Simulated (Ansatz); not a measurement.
Input (CCSDTQ/cc-pVDZ; Ansatz, a quantum-chemistry and plane-wave program):

Ansatz 0.2 input:
```yaml
crystal:
  periodic: [false, false, false]
  atoms:
    - {symbol: B, position_ang: [-0.00000000, -0.00000000, -0.76882027]}
    - {symbol: N, position_ang: [0.00000000, 0.00000000, 0.54915734]}
basis:
  gaussian:
    orbitals: cc-pVDZ
magnetization: {spin_polarized: true, initial_magnetization: 2}
correlation: {method: ccsdtq, electrons: outside_noble_gas}
```

Output:

```
Functional definition: HF
integrals: 0.01 GiB planned
494 factors; integrals over basis functions are off by at most 1.8e-7 eV
mean field: 0.06 GiB planned
mean field evaluation 1: about -2147.8544 eV, gradient 1.4e1 eV
mean field evaluation 2: about -2147.8563 eV, gradient 1.4e1 eV
mean field evaluation 4: about -2149.2144 eV, gradient 2.7e0 eV
mean field evaluation 8: about -2149.5770 eV, gradient 5.4e-1 eV
mean field evaluation 16: about -2149.6147 eV, gradient 7.8e-6 eV
mean field evaluation 32: about -2143.6185 eV, gradient 3.3e-3 eV
mean field evaluation 64: about -2148.7103 eV, gradient 2.0e-6 eV
mean field evaluation 96: about -2149.4072 eV, gradient 2.4e0 eV
mean field evaluation 128: about -2141.1708 eV, gradient 2.1e1 eV
mean field evaluation 160: about -2149.6147 eV, gradient 3.1e-2 eV
mean field evaluation 192: about -2147.8661 eV, gradient 2.9e-4 eV
mean field evaluation 224: about -2144.6022 eV, gradient 6.2e-4 eV
mean field evaluation 256: about -2148.7105 eV, gradient 6.0e-2 eV
mean field evaluation 288: about -2147.8661 eV, gradient 1.9e-2 eV
mean field evaluation 320: about -2143.5894 eV, gradient 9.9e0 eV
mean field evaluation 352: about -2147.8660 eV, gradient 6.1e-2 eV
mean field -2149.61472227 eV, -78.9968839824 hartree, gradient 7.8e-6 eV, S^2 2.047847; 14 other end points of the search recorded, 0 dependent functions left out
determinant -2149.61472227 eV, -78.9968839824 hartree, with singles and doubles -2155.02522629 eV, -79.1957163377 hartree
determinant -2148.71030624 eV, -78.9636473062 hartree, with singles and doubles -2153.53264955 eV, -79.1408651543 hartree
determinant -2147.86609090 eV, -78.9326229646 hartree, with singles and doubles -2153.59748194 eV, -79.1432477004 hartree
determinant -2143.61779420 eV, -78.7765009405 hartree, with singles and doubles -2148.38128166 eV, -78.9515558759 hartree
2 core orbitals not correlated
reference -2149.61472227 eV, -78.9968839824 hartree; 5, 3 occupied and 21, 23 virtual orbitals, 494 factors
second order -4.80936997 eV of doubles, -0.00000000 eV of singles
coupled cluster: 0.49 GiB planned
cycle   1  -5.05744785 eV  change   -2.5e-1 eV  update   9.2e-2
cycle   2  -5.37434723 eV  change   -3.2e-1 eV  update   5.1e-2
cycle   3  -5.66150414 eV  change   -2.9e-1 eV  update   3.9e-2
cycle   4  -5.66304839 eV  change   -1.5e-3 eV  update   1.9e-2
cycle   5  -5.68187910 eV  change   -1.9e-2 eV  update   1.6e-2
cycle   6  -5.71050984 eV  change   -2.9e-2 eV  update   7.1e-3
cycle   7  -5.71223134 eV  change   -1.7e-3 eV  update   4.6e-3
cycle   8  -5.71372533 eV  change   -1.5e-3 eV  update   1.8e-3
cycle   9  -5.71503915 eV  change   -1.3e-3 eV  update   1.1e-3
cycle  10  -5.71527201 eV  change   -2.3e-4 eV  update   5.3e-4
cycle  11  -5.71545246 eV  change   -1.8e-4 eV  update   2.8e-4
cycle  12  -5.71554202 eV  change   -9.0e-5 eV  update   1.9e-4
cycle  13  -5.71543909 eV  change    1.0e-4 eV  update   1.2e-4
cycle  14  -5.71547272 eV  change   -3.4e-5 eV  update   6.8e-5
cycle  15  -5.71549763 eV  change   -2.5e-5 eV  update   3.5e-5
cycle  16  -5.71548280 eV  change    1.5e-5 eV  update   2.1e-5
cycle  17  -5.71548635 eV  change   -3.5e-6 eV  update   1.3e-5
cycle  18  -5.71549152 eV  change   -5.2e-6 eV  update   6.9e-6
cycle  19  -5.71549840 eV  change   -6.9e-6 eV  update   4.6e-6
cycle  20  -5.71550559 eV  change   -7.2e-6 eV  update   2.8e-6
cycle  21  -5.71551094 eV  change   -5.4e-6 eV  update   1.9e-6
cycle  22  -5.71551189 eV  change   -9.5e-7 eV  update   9.1e-7
cycle  23  -5.71551180 eV  change    9.6e-8 eV  update   5.5e-7
coupled cluster: 0.49 GiB planned
Total energy: -2155.33023407 eV, -79.2069251668 hartree
```

The determinant is spin-contaminated: <S^2> is 2.05, 0.05 over the pure value.
